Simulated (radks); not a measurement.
Q: The table gives one normalised radial function P(r) = r R(r) (large component) of Fe3+ in [Ar] 3d4 7d1 (r in bohr). Calculated with a radial shooting solver on a logarithmic mesh with Libxc functionals: Dirac Kohn-Sham, PBE, spin-unpolarised, spherical densities, point nucleus; open shells are shared between the two j in proportion to 2j + 1.

r	P
0.001928	0.0000
0.003091	0.0000
0.004996	0.0000
0.008009	0.0000
0.01284	0.0000
0.02058	0.0002
0.03327	0.0007
0.05333	0.0023
0.0855	0.0074
0.1382	0.0214
0.2215	0.0504
0.3552	0.0912
0.5694	0.1100
0.9202	0.0446
1.475	-0.1052
2.365	-0.1418
3.822	0.1494
6.128	0.0018
9.824	-0.1424
15.75	0.3641
25.45	0.0245
40.8	0.0000

Which n and l does it have? It may be an empty orbital.

A: n = 7, l = 2: the number of nodes gives n - l - 1 = 4, the rise at small r points to l (this Dirac orbital starts as r^gamma with gamma = sqrt((l + 1)^2 - (Z/c)^2) = 2.99; the j = 5/2 orbital of l + 1 starts with the same power, but with a smaller coefficient, and then steepens), and the extent must fit the shell. The curve is that of 7d5/2; the two j differ most near the nucleus, where j = l - 1/2 has the larger amplitude, and in heavy atoms j = l - 1/2 is also the more compact. 7d5/2: eigenvalue -5.226 eV, 4 radial nodes at r = 1.08, 3.09, 6.14, 10.8 bohr, <r> = 13.6 bohr, 90 % of the charge inside 18.5 bohr.
